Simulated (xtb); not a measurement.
xtb input (GFN2-xTB):

```bash
xtb mol.xyz --gfn 2 --sp --chrg 0 --uhf 0
```
mol.xyz:
```
3

Si     0.01529876     0.01273124     0.57681924
F      1.02401244    -0.69021782    -0.46109671
F     -1.04781051     0.67041367    -0.43617766
```

Output:

```
           -------------------------------------------------
          |                Calculation Setup                |
           -------------------------------------------------

           -------------------------------------------------
          |                 G F N 2 - x T B                 |
           -------------------------------------------------

        Reference                      10.1021/acs.jctc.8b01176
      * Hamiltonian:
        H0-scaling (s, p, d)           1.850000    2.230000    2.230000
        zeta-weighting                 0.500000
      * Dispersion:
        s8                             2.700000
        a1                             0.520000
        a2                             5.000000
        s9                             5.000000
      * Repulsion:
        kExp                           1.500000    1.000000
        rExp                           1.000000
      * Coulomb:
        alpha                          2.000000
        third order                    shell-resolved
        anisotropic                    true
        a3                             3.000000
        a5                             4.000000
        cn-shift                       1.200000
        cn-exp                         4.000000
        max-rad                        5.000000

          ...................................................
          :                      SETUP                      :
          :.................................................:
          :  # basis functions                  18          :
          :  # atomic orbitals                  17          :
          :  # shells                            7          :
          :  # electrons                        18          :
          :  max. iterations                   250          :
          :  Hamiltonian                  GFN2-xTB          :
          :  restarted?                      false          :
          :  GBSA solvation                  false          :
          :  PC potential                    false          :
          :  electronic temp.          300.0000000     K    :
          :  accuracy                    1.0000000          :
          :  -> integral cutoff          0.2500000E+02      :
          :  -> integral neglect         0.1000000E-07      :
          :  -> SCF convergence          0.1000000E-05 Eh   :
          :  -> wf. convergence          0.1000000E-03 e    :
          :  Broyden damping             0.4000000          :
          :  net charge                          0          :
          :  unpaired electrons                  0          :
          ...................................................

 iter      E             dE          RMSdq      gap      omega  full diag
   1    -11.2788320 -0.112788E+02  0.138E+01    3.73       0.0  T
   2    -11.2853473 -0.651525E-02  0.963E+00    3.69       1.0  T
   3    -11.2809522  0.439505E-02  0.458E+00    3.11       1.0  T
   4    -11.2882498 -0.729755E-02  0.291E+00    3.28       1.0  T
   5    -11.2903839 -0.213411E-02  0.793E-01    3.67       1.0  T
   6    -11.2907087 -0.324840E-03  0.241E-01    3.58       1.0  T
   7    -11.2906233  0.854457E-04  0.315E-01    3.56       1.0  T
   8    -11.2907109 -0.875933E-04  0.397E-02    3.59       1.5  T
   9    -11.2907122 -0.136022E-05  0.154E-02    3.59       3.8  T
  10    -11.2907125 -0.291675E-06  0.142E-04    3.59     406.2  T
  11    -11.2907125  0.730722E-10  0.301E-04    3.59     191.7  T

   *** convergence criteria satisfied after 11 iterations ***

         #    Occupation            Energy/Eh            Energy/eV
      -------------------------------------------------------------
         1        2.0000           -0.8622460             -23.4629
       ...           ...                  ...                  ...
         3        2.0000           -0.6052539             -16.4698
         4        2.0000           -0.5280395             -14.3687
         5        2.0000           -0.5200763             -14.1520
         6        2.0000           -0.5193364             -14.1319
         7        2.0000           -0.5084619             -13.8360
         8        2.0000           -0.5011268             -13.6364
         9        2.0000           -0.3951930             -10.7537 (HOMO)
        10                         -0.2631622              -7.1610 (LUMO)
        11                         -0.1805900              -4.9141
        12                         -0.1287007              -3.5021
        13                         -0.0289258              -0.7871
        14                          0.0011103               0.0302
       ...                                ...                  ...
        17                          0.9325936              25.3772
      -------------------------------------------------------------
                  HL-Gap            0.1320308 Eh            3.5927 eV
             Fermi-level           -0.3291776 Eh           -8.9574 eV

 SCC (total)                   0 d,  0 h,  0 min,  0.005 sec
 SCC setup                      ...        0 min,  0.000 sec (  3.276%)
 Dispersion                     ...        0 min,  0.000 sec (  0.898%)
 classical contributions        ...        0 min,  0.000 sec (  1.087%)
 integral evaluation            ...        0 min,  0.001 sec ( 14.823%)
 iterations                     ...        0 min,  0.003 sec ( 57.499%)
 molecular gradient             ...        0 min,  0.001 sec ( 17.701%)
 printout                       ...        0 min,  0.000 sec (  4.367%)

         :::::::::::::::::::::::::::::::::::::::::::::::::::::
         ::                     SUMMARY                     ::
         :::::::::::::::::::::::::::::::::::::::::::::::::::::
         :: total energy             -11.267680905158 Eh    ::
         :: gradient norm              0.020752948561 Eh/a0 ::
         :: HOMO-LUMO gap              3.592739764893 eV    ::
         ::.................................................::
         :: SCC energy               -11.290712530395 Eh    ::
         :: -> isotropic ES            0.026893105476 Eh    ::
         :: -> anisotropic ES         -0.000516354325 Eh    ::
         :: -> anisotropic XC         -0.008992249110 Eh    ::
         :: -> dispersion             -0.000876667963 Eh    ::
         :: repulsion energy           0.023031625237 Eh    ::
         :: add. restraining           0.000000000000 Eh    ::
         :: total charge              -0.000000000000 e     ::
         :::::::::::::::::::::::::::::::::::::::::::::::::::::

           -------------------------------------------------
          |                Property Printout                |
           -------------------------------------------------

    * Orbital Energies and Occupations

         #    Occupation            Energy/Eh            Energy/eV
      -------------------------------------------------------------
         1        2.0000           -0.8622460             -23.4629
         2        2.0000           -0.8031517             -21.8549
         3        2.0000           -0.6052539             -16.4698
         4        2.0000           -0.5280395             -14.3687
         5        2.0000           -0.5200763             -14.1520
         6        2.0000           -0.5193364             -14.1319
         7        2.0000           -0.5084619             -13.8360
         8        2.0000           -0.5011268             -13.6364
         9        2.0000           -0.3951930             -10.7537 (HOMO)
        10                         -0.2631622              -7.1610 (LUMO)
        11                         -0.1805900              -4.9141
        12                         -0.1287007              -3.5021
        13                         -0.0289258              -0.7871
Note: The following floating-point exceptions are signalling: IEEE_DENORMAL
normal termination of xtb
        14                          0.0011103               0.0302
        15                          0.0381984               1.0394
        16                          0.5580479              15.1853
        17                          0.9325936              25.3772
      -------------------------------------------------------------
                  HL-Gap            0.1320308 Eh            3.5927 eV
             Fermi-level           -0.3291776 Eh           -8.9574 eV

     #   Z          covCN         q      C6AA      α(0)
     1  14 Si       1.410     0.522   191.411    29.651
     2   9 F        0.705    -0.261    11.897     4.073
     3   9 F        0.705    -0.261    11.897     4.073

 Mol. C6AA /au·bohr⁶  :        401.567171
 Mol. C8AA /au·bohr⁸  :      20192.645272
 Mol. α(0) /au        :         37.796626

Wiberg/Mayer (AO) data.
largest (>0.10) Wiberg bond orders for each atom

 ---------------------------------------------------------------------------
     #   Z sym  total        # sym  WBO       # sym  WBO       # sym  WBO
 ---------------------------------------------------------------------------
     1  14 Si   2.363 --     2 F    1.182     3 F    1.182
     2   9 F    1.220 --     1 Si   1.182
     3   9 F    1.220 --     1 Si   1.182
 ---------------------------------------------------------------------------

Topologies differ in total number of bonds
Writing topology from bond orders to xtbtopo.mol

molecular dipole:
                 x           y           z       tot (Debye)
 q only:        0.027       0.022       1.012
   full:        0.009       0.008       0.347       0.882
molecular quadrupole (traceless):
                xx          xy          yy          xz          yz          zz
 q only:       -1.692       1.971       0.015       0.046      -0.016       1.676
  q+dip:       -1.188       2.433       0.921      -0.015      -0.079       0.267
   full:       -0.529       3.461       2.474      -0.114      -0.189      -1.945

           -------------------------------------------------
          | TOTAL ENERGY              -11.267680905158 Eh   |
          | GRADIENT NORM               0.020752948561 Eh/α |
          | HOMO-LUMO GAP               3.592739764893 eV   |
           -------------------------------------------------

------------------------------------------------------------------------
------------------------------------------------------------------------
 total:
 SCF:
```
